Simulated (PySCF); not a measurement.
Compound: C₁₀H₁₄.
Cartesian coordinates in Å at the GFN2-xTB level; atoms count from 1:
```xyz
24
C10H14 angstrom
C      3.006    0.191    0.545
C      1.595    0.745    0.702
C      0.622    0.079   -0.199
C      0.670   -0.821   -1.181
C     -0.806   -0.733   -1.502
C     -1.164    0.426   -2.405
C     -1.219    1.314   -1.419
C     -0.879    0.307   -0.337
C     -1.773    0.190    0.876
C     -1.538   -1.106    1.644
H      3.020   -0.873    0.766
H      3.692    0.695    1.222
H      3.357    0.335   -0.474
H      1.589    1.819    0.484
H      1.264    0.632    1.740
H      1.451   -1.382   -1.657
H     -1.396   -1.641   -1.552
H     -1.269    0.475   -3.474
H     -1.396    2.372   -1.359
H     -2.817    0.240    0.554
H     -1.584    1.047    1.530
H     -2.168   -1.142    2.530
H     -0.499   -1.186    1.955
H     -1.771   -1.965    1.020
```

Probes without a nucleus sit at each ring's centroid and 1 Å off its mean plane on both sides; NICS is minus the shielding there, NICSzz its component along the normal. Level: GIAO PBE0/pcSseg-1 (PySCF, non-relativistic, gas phase) on the GFN2-xTB geometry, one conformer.

Ring bond lengths (Å), with Mayer bond orders in brackets: C3–C4 1.332 (1.77), C4–C5 1.513 (1.00), C5–C8 1.563 (0.95), C8–C3 1.525 (0.97); C5–C6 1.513 (0.99), C6–C7 1.329 (1.80), C7–C8 1.516 (1.00), C8–C5 1.563 (0.95).

Give the NICS values of each ring in ppm.

```csv
ring,type,NICS(0),"NICS(1), two faces","NICS(1)zz, two faces",rms pucker (Å),"centre to ring atoms, mean (Å)"
C3–C4–C5–C8,"4-membered carbocycle; formal bonds 1 double, 3 single",-2.5,-3.2 / -1.6,-1.2 / -3.2,0.01,1.05
C5–C6–C7–C8,"4-membered carbocycle; formal bonds 1 double, 3 single",-1.2,-2.1 / -1.4,0.7 / -2.7,0.00,1.05
```

What do they say, and how far can they be read as aromaticity?

- C3–C4–C5–C8: mean NICS(1)zz -2.2 ppm, near zero. C5, C8 have four or more neighbours, and the NICS criterion for π rings isn't applied.
- C5–C6–C7–C8: mean NICS(1)zz -1.0 ppm, near zero. C5, C8 have four or more neighbours, and the NICS criterion for π rings isn't applied. The two faces differ by 3.4 ppm, so no symmetry operation interchanges them.

Give the inner angles of the rings and the Hirshfeld charges of the ring atoms.

- C3–C4–C5–C8: C3 94.0° (+0.008 e), C4 94.8° (-0.065 e), C5 85.8° (-0.041 e), C8 85.5° (+0.013 e); sum 360.0° against 360° for a flat convex ring.
- C5–C6–C7–C8: C5 85.6° (-0.041 e), C6 94.5° (-0.055 e), C7 94.4° (-0.056 e), C8 85.5° (+0.013 e); sum 360.0° against 360° for a flat convex ring.
